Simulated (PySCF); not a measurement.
## Input and output of a scripted DFT run

The script drives PySCF SCF with an in-house response code with single-precision fitted integrals, so total energies wander by about 1e-6 Eh between cycles (the fitting error itself is about 1e-3 Eh and cancels in differences); atoms count from 0. Pop asks for populations, which are stored and not printed.

Job and coordinates (Å):

```
{"job": {"kind": "nmr", "xc": "PBE0", "basis": "pcSseg-1", "pop": false}, "charge": 0, "multiplicity": 1}
B      2.677209     1.939558    -0.456640
C      3.564549     0.962897     0.331402
C      3.089493    -0.261497     0.621478
C      1.775458    -0.718028     0.227735
C      1.538748    -2.064925     0.282937
C      0.410298    -2.784124    -0.203638
C     -0.847669    -2.328727    -0.328172
C     -1.296169    -1.003221     0.087590
C     -2.409203    -0.846522     0.837833
C     -3.006560     0.382883     1.263848
C     -2.976138     1.556745     0.601591
C     -2.371997     1.745208    -0.689085
C     -1.313830     1.082542    -1.173376
C     -0.502782     0.101853    -0.432429
C      0.852206     0.253039    -0.332236
N      1.391749     1.472019    -0.732279
H      2.991482     3.008145    -0.818651
H      4.568633     1.208592     0.651500
H      3.696427    -0.993130     1.143977
H      2.356036    -2.681728     0.636614
H      0.602777    -3.818662    -0.463724
H     -1.611462    -2.986789    -0.725144
H     -2.884502    -1.747474     1.206728
H     -3.608000     0.320514     2.162541
H     -3.545769     2.391188     0.989012
H     -2.842685     2.491847    -1.318832
H     -1.012469     1.258885    -2.202939
H      0.701628     2.075327    -1.159115
```

Command:

```bash
OMP_NUM_THREADS=1 python large_run.py task.json out
```

Q: What does the program print?

A: 
```
start: PBE on a coarse grid of 23485 points
cycle   1  E = -619.1221970863  dE =  2.488e+00  |g| = 7.457e-01  |ddm| = 5.728e+00
cycle   2  E = -618.9556750918  dE =  1.665e-01  |g| = 1.070e+00  |ddm| = 2.218e+00
cycle   3  E = -619.2394619495  dE = -2.838e-01  |g| = 3.716e-01  |ddm| = 1.649e+00
cycle   4  E = -619.2795224476  dE = -4.006e-02  |g| = 1.030e-01  |ddm| = 5.504e-01
cycle   5  E = -619.2821931231  dE = -2.671e-03  |g| = 4.825e-02  |ddm| = 1.840e-01
cycle   6  E = -619.2827495486  dE = -5.564e-04  |g| = 2.439e-02  |ddm| = 8.888e-02
cycle   7  E = -619.2828950303  dE = -1.455e-04  |g| = 1.096e-02  |ddm| = 3.796e-02
cycle   8  E = -619.2829252589  dE = -3.023e-05  |g| = 2.941e-03  |ddm| = 1.308e-02
final grid: 219095 points
cycle   9  E = -619.4541631253  dE = -9.836e-03  |g| = 4.377e-02  |ddm| = 5.079e-01
cycle  10  E = -619.4541848868  dE = -2.176e-05  |g| = 4.332e-02  |ddm| = 1.044e-01
cycle  11  E = -619.4546508048  dE = -4.659e-04  |g| = 1.453e-02  |ddm| = 7.200e-02
cycle  12  E = -619.4547025242  dE = -5.172e-05  |g| = 4.246e-03  |ddm| = 2.048e-02
cycle  13  E = -619.4547085270  dE = -6.003e-06  |g| = 1.986e-03  |ddm| = 8.139e-03
cycle  14  E = -619.4547095291  dE = -1.002e-06  |g| = 6.168e-04  |ddm| = 3.011e-03
cycle  15  E = -619.4547090850  dE =  4.441e-07  |g| = 2.930e-04  |ddm| = 1.314e-03
cycle  16  E = -619.4547097402  dE = -6.552e-07  |g| = 1.467e-04  |ddm| = 5.712e-04
cycle  17  E = -619.4547098470  dE = -1.068e-07  |g| = 4.371e-05  |ddm| = 2.841e-04
converged SCF energy = -619.4547098470

GIAO shielding tensors (ppm)
atom      isotropic    diamagn.    paramagn.     s11        s22        s33       span
  0 B       72.539     195.741    -123.202     38.186     53.796    125.636     87.450
  1 C       48.202     261.157    -212.954    -74.739     35.909    183.437    258.176
  2 C       30.638     248.305    -217.666    -83.198     34.176    140.936    224.134
  3 C       40.329     256.288    -215.959    -55.982     13.727    163.243    219.225
  4 C       42.720     253.224    -210.504    -63.767     46.601    145.327    209.093
  5 C       46.217     255.539    -209.322    -66.246     49.337    155.560    221.805
  6 C       51.213     254.411    -203.198    -37.163      1.568    189.234    226.397
  7 C       40.605     256.535    -215.930    -37.092      7.950    150.956    188.049
  8 C       49.620     251.042    -201.422    -27.769     31.277    145.352    173.121
  9 C       40.491     254.600    -214.109    -90.479     48.120    163.832    254.312
 10 C       49.739     254.875    -205.136    -66.481     55.876    159.820    226.301
 11 C       36.544     255.589    -219.045    -80.035     38.591    151.077    231.112
 12 C       58.462     257.135    -198.673    -32.981     38.333    170.033    203.014
 13 C       59.610     261.005    -201.395     -4.579     17.952    165.457    170.036
 14 C       47.179     246.260    -199.082    -35.562     35.939    141.159    176.721
 15 N      114.511     322.417    -207.906    -30.772    139.580    234.724    265.495
 16 H       26.833      30.233      -3.400     25.094     26.544     28.863      3.769
 17 H       24.866      28.503      -3.637     22.727     24.304     27.567      4.840
 18 H       24.266      30.526      -6.260     22.228     22.684     27.886      5.658
 19 H       25.044      32.001      -6.956     21.772     24.715     28.647      6.875
 20 H       25.220      28.737      -3.516     22.834     24.945     27.882      5.047
 21 H       26.378      30.765      -4.387     19.781     26.979     32.374     12.594
 22 H       26.751      32.386      -5.635     23.830     25.711     30.713      6.883
 23 H       24.832      28.863      -4.030     21.915     25.445     27.137      5.222
 24 H       25.356      28.930      -3.574     23.010     25.565     27.494      4.485
 25 H       25.078      29.870      -4.791     22.916     24.227     28.093      5.177
 26 H       26.653      32.660      -6.007     21.553     26.884     31.521      9.968
 27 H       23.939      36.109     -12.170     16.710     26.423     28.684     11.974
```

Q: Roughly how long does this take on 1 thread of Arm Neoverse V1 (shared host), and how large is the basis?

A: About 44 s of wall time, peak memory 0.75 GiB; 332 basis functions and 916 fitting functions.
